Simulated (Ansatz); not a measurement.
`Cl[SiH](Cl)C[CH2][GeH3]` + H–F → `F[SiH](Cl)Cl` + `C[CH2][GeH3]` at 298.15 K and 1 bar (ligand exchange at the Si–C bond).

Isolated molecules relaxed with PBE0-D4/def2-TZVP in Ansatz; ΔE leaves out vibrations. CCSD(T)/CBS adds triple-zeta CCSD(T) − MP2 to the extrapolated MP2 energy (def2 sets, frozen cores). This one scheme is used for every species. For Ge outer-core shells are correlated without core-valence functions, which leaves a few kJ/mol of doubt a bond. Scalar relativity is left out up to krypton. Each species was taken in one conformer, which may not be the lowest.

| species | CCSD(T)/CBS energy (Eh) | H − E (kJ/mol) | S (J/(mol·K)) |
| --- | --- | --- | --- |
| `Cl[SiH](Cl)C[CH2][GeH3]` | -3365.77660 | 268.2 | 427.7 |
| H–F | -100.39570 | 33.5 | 173.6 |
| `F[SiH](Cl)Cl` | -1309.19911 | 55.8 | 311.5 |
| `C[CH2][GeH3]` | -2157.02491 | 249.2 | 311.4 |

H − E and S are ideal-gas, rigid-rotor, harmonic terms from PBE0-D4/def2-TZVP, for one conformer and one mirror image of each species. 1 Eh = 2625.50 kJ/mol, R = 8.31446 J/(mol·K).

By hand: ΔE, ΔH, ΔS and ΔG.

ΔE = (-1309.19911) + (-2157.02491) − (-3365.77660) − (-100.39570) = -0.05172 Eh = -135.8 kJ/mol. Δ(H − E) = 55.8 + 249.2 − 268.2 − 33.5 = 3.3, so ΔH = -132.5 kJ/mol. ΔS = 311.5 + 311.4 − 427.7 − 173.6 = 21.6 J/(mol·K). ΔG = -132.5 − 298.15 × (21.6)/1000 = -138.9 kJ/mol.

By hand: the equilibrium constant, and the temperature at which ΔG would vanish if ΔH and ΔS stayed fixed.

log₁₀ K = −ΔG/(RT ln 10) = 24.3. ΔH and −TΔS have one sign here, so there is no such temperature.

ΔH outweighs TΔS. A doubt of 5 kJ/mol in ΔE shifts log₁₀ K by 0.9 here. Other conformers and mirror images would add mixing entropy, several J/(mol·K) or more a flexible species. Modes under 60 cm⁻¹, often nearly free rotors, make the harmonic entropy too high. These are equilibria of isolated gas molecules and say nothing of rates. Largest T1 diagnostic: 0.010 (customary marks: 0.02 for closed shells, 0.045 for open ones).
